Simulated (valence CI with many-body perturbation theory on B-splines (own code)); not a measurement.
**Questions on Cr**

Computed by relativistic CI+MBPT: six valence electrons over a frozen Dirac-Fock core [Ar], a basis of 7 s, 7 p, 8 d, 6 f, 4 g, 1 h functions for each j, with the one-electron correlation potential Σ1, the two-electron term Σ2, the three-electron term Σ3, Breit, model QED; selected CI, second order for the rest, scaled by the run's own slope (own B-spline code, finite nucleus).

Set against measurement, 16 paired levels are off by 1394 cm⁻¹ on average, the worst by 2953. These come from a selection out of the NIST Handbook of Basic Atomic Spectroscopic Data. Levels without a partner in it may be off by more, other configurations by 1,000 to 4,000 cm⁻¹. Among the levels kept, up to 3600 cm⁻¹ of a level comes from second order outside the variational space, and about a tenth of that is noise between levels of different J, which matters for small intervals. Only levels of the ground parity were solved; by the run's estimate the other parity begins above the list, which can be wrong where configurations are misplaced. 3 measured levels below the end of the list, from 23305 cm⁻¹ on, found no clear computed partner.

Rates and lifetimes use the calculated energies. Strong lines usually hold to 10 to 20 %, long lifetimes can be off by a factor of two.

Question: What is the ground level?

Answer: 3d5 4s 7S_3, composition 96 % 3d5 4s 7S, g = 2.002.

Question: How well does LS coupling describe the low levels?

Answer: Among the lowest 20 levels the leading LS term, summed over configurations, holds 100 % on average. For single configurations the figures are 88 % in LS and 44 % in jj coupling. Terms hardly mix: every one of these levels is at least 95 % one term.

Question: What is the ionisation energy?

Answer: 6.7964 eV; NIST lists 6.76651 eV (measured).

Question: What are the static dipole polarisabilities of the lowest levels?

Answer: 3d5 4s 7S_3 62.1 (tensor 0.98); 3d4 4s2 5D_0 58.3; 3d4 4s2 5D_1 62.2 (tensor 0.87); 3d4 4s2 5D_2 64.3 (tensor 0.62) bohr³, of which the core gives 0.811. The recommended value for the atom is 83 ± 12 bohr³ (Schwerdtfeger and Nagle, table of static dipole polarizabilities (2023 update)).
